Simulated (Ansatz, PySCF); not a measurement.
CF2GaNO, SMILES [F][Ga]([N]=C=O)[F].

The structure is a stationary point at TPSSh-D3(BJ)/def2-SVP. The structure was generated by enumeration; whether it is a known compound was not checked. The values are those of a single conformer.

Vertical ionisation energy (IE) and electron affinity (EA) in eV. Rows of orbital energies are one-electron estimates. Where ΔSCF, EOM or ADC give a negative EA the extra electron is unbound and the value depends on the basis.

```json
[
 {"level": "−ε(HOMO), −ε(LUMO), M06-2X/def2-TZVP (PySCF)", "IE": "10.92", "EA": "1.20"},
 {"level": "−ε(HOMO), −ε(LUMO), PBE/def2-TZVP (PySCF)", "IE": "[?]", "EA": "[?]"},
 {"level": "ΔSCF, CAM-B3LYP/def2-SVPD (Ansatz), final states of multiplicity 2 and 2", "IE": "12.13", "EA": "0.53"},
 {"level": "ΔSCF, PBE/def2-SVPD (Ansatz), final states of multiplicity 2 and 2", "IE": "11.68", "EA": "0.64"}
]
```

Fill in the missing entries. (Estimate from the structure and the level; the computed values follow.)


- −ε(HOMO), −ε(LUMO), PBE/def2-TZVP (PySCF), IE: 7.99
- −ε(HOMO), −ε(LUMO), PBE/def2-TZVP (PySCF), EA: 3.01

What vertical singlet–triplet gap does ΔSCF give with CAM-B3LYP/def2-SVPD (Ansatz, a program for electronic structure) and with PBE/def2-SVPD (Ansatz)? (The exact figures need the calculation; the answer reports its results.)

6.14 and 5.57 eV (triplet above singlet where positive).
